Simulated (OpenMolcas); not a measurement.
Lines of neutral oxygen: computed and rescaled rates

| Property | Result |
| --- | --- |
| Program | OpenMolcas 26.06 |
| Method | SS-CASPT2, IPEA 0.25 Eh, imaginary shift 0.1 Eh (closed shells correlated: 1s) |
| Basis | ANO-R3 [4s4p2d1f] |
| Scalar Hamiltonian | X2C, finite nucleus |
| Active space | 6 electrons in 4 orbitals (2s 2p) |
| State averaging | 2S+1 = 3 even, 3 roots; 2S+1 = 1 even, 6 roots |
| Spin-orbit coupling | state interaction with AMFI integrals over the reference wave functions, term energies averaged over their components |

Rates come from the transition moments of the reference wave functions (E1 and E2 in the length form). At fixed line strength A goes as λ^-3 for E1 and M1 and as λ^-5 for E2, so a rate at the computed wavelength can be rescaled to the measured one. Measured vacuum wavelengths follow from level energies in NIST Handbook of Basic Atomic Spectroscopic Data. Branching counts decays inside the model space alone, at computed energies, and the table is only a selection of the E2 and M1 lines, drawn from those between levels with measured partners whose computed energy lies within a factor of 1.5 of the measured one.

```csv
Upper,Lower,Type,λ computed (nm),λ measured (nm),A computed (s-1),A rescaled (s-1),Branching %
2s2 2p4 3P0,2s2 2p4 3P1,M1,137900,145500,2.07e-05,1.76e-05,100.0
2s2 2p4 3P1,2s2 2p4 3P2,M1,67460,63190,7.36e-05,8.96e-05,100.0
2s2 2p4 1D2,2s2 2p4 3P1,M1,640.2,636.6,2.23e-03,,24.4
2s2 2p4 1D2,2s2 2p4 3P2,M1,634.2,630.2,6.88e-03,,75.3
2s2 2p4 1S0,2s2 2p4 1D2,E2,578,557.9,1.11e+00,1.32e+00,93.7
2s2 2p4 1S0,2s2 2p4 3P1,M1,303.8,297.3,7.41e-02,,6.3
```

Spin-changing lines and M1 lines between different terms are not rescaled, since their strength hangs on the term gaps too.

The largest correction is for 2s2 2p4 3P1 → 2s2 2p4 3P2 (M1): 7.36e-05 × (67460 / 63190)^3 = 8.96e-05 s-1, a factor of 1.22.

The computed rate and branching of 2s2 2p4 3P1 → 2s2 2p4 3P2 give the upper level a radiative lifetime of 1.000 / 7.36e-05 s-1 = 1.36e+04 s, counting decays inside the model space alone. The rescaled rate gives about 1.1e+04 s.

No measured rate stands beside these. Rescaling mends the energy factor alone: line strengths can still be far off where a level mixes with configurations outside the active space, and weak or spin-changing lines hang on small mixing coefficients that depend on the term gaps too, so rescaling need not improve them.

Term energies are means over components that CASPT2 splits; among the terms shown or strongly mixed into the levels shown the widest spread is 81 cm-1 (2s2 2p4 1D). Computed and measured levels are paired by configuration, term and J; levels that our copy of the source lacks, or whose pairing is in doubt (as where it misses far off the trend of its configuration), stay unpaired. Levels of configurations outside the active space are missing.
